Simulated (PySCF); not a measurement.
Input for PySCF: R-B3LYP/6-31G* on C4H6O (a complex), monomers drawn apart or pushed together.

```python
from pyscf import gto, scf, dft, mp
from pyscf.data.elements import chemcore

mol = gto.M(
    atom='''
    C    -0.01675239   -0.47216050    0.69100058
    O    -1.11399948   -0.44151384    0.94078857
    C     1.33058383   -0.08263468    3.45906533
    C     0.18000134    0.48995192    3.78950965
    C    -1.09891377   -0.23723284    4.05341960
    H     1.42066140   -1.15900775    3.36269449
    H     2.22307462    0.50015939    3.27185021
    H     0.13909808    1.57307109    3.87239626
    H    -1.87657340    0.07297486    3.34928209
    H    -0.97049123   -1.31678924    3.96429757
    H    -1.47618960   -0.01709253    5.05603419
    ''',
    basis='6-31g*',
    cart=True,
    charge=0, spin=0, verbose=3, max_memory=1800)
mf = dft.RKS(mol, xc='b3lyp')
mf.conv_tol = 1e-8
mf.max_cycle = 100
mf.kernel()
if not mf.converged:
    mf = mf.newton().run(mf.mo_coeff, mf.mo_occ)
```

It printed:

```
converged SCF energy = -231.215944700435
```

The run converged.

Cost: very roughly 4 core-seconds.
